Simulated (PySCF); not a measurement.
CoF3 (quintet state).
Bonds: Co1–F2, Co1–F3, Co1–F4.

Computed by this run: PBE0-D3(BJ)/def2-SVP geometry optimisation, gas phase (PySCF); unrestricted, density fitting, grid level 1; the optimiser is geomeTRIC in internal coordinates, started from a GFN2-xTB structure with every atom displaced at random (about 0.03 Å).

Step 0: E = -45752.8213 eV
```
atom  x, y, z in Å  |  force x, y, z in eV/Å
Co1     0.0613   -0.0774    0.0126   -2.050   4.317  -0.099
F2      1.7116   -0.0508    0.0081    2.338   0.068   0.016
F3     -0.8915    1.5089   -0.0477    1.230  -1.944   0.082
F4     -0.7981   -1.4712   -0.0035   -1.517  -2.441   0.001
```

Step 1: E = -45753.1655 eV
```
atom  x, y, z in Å  |  force x, y, z in eV/Å
Co1     0.0388   -0.0478   -0.0138   -0.473   0.947   0.002
F2      1.7450   -0.0019    0.0167    0.421  -0.048  -0.007
F3     -0.8455    1.4575   -0.0384    0.277  -0.421   0.006
F4     -0.8549   -1.4982    0.0050   -0.225  -0.478   0.000
```

**Question.** Estimate the geometry and energy of step 2. (The exact step hangs on the optimiser's Hessian estimate; all steps are aligned on step 1, rigid shifts and turns removed.)

**Answer.** E = -45753.1801 eV, largest force 0.216 eV/Å
```
atom  x, y, z in Å  |  force x, y, z in eV/Å
Co1     0.0316   -0.0323    0.0004    0.022  -0.028  -0.022
F2      1.7514   -0.0014    0.0118    0.067  -0.046   0.005
F3     -0.8401    1.4458   -0.0428   -0.087   0.198   0.008
F4     -0.8596   -1.5025    0.0001   -0.002  -0.124   0.009
```

The energy changes by -0.0146 eV. The first-order estimate −F·Δx gives -0.0303 eV and the mean of the old and new forces, exact on a quadratic surface, -0.0137 eV. The step makes an angle of 38° with the force vector and moves no atom by more than 0.022 Å.

The cost below is that of the whole optimisation. Hardware: Arm Neoverse V2, one thread (shared host). Cost: 41 s wall, 0.30 GiB resident at most.
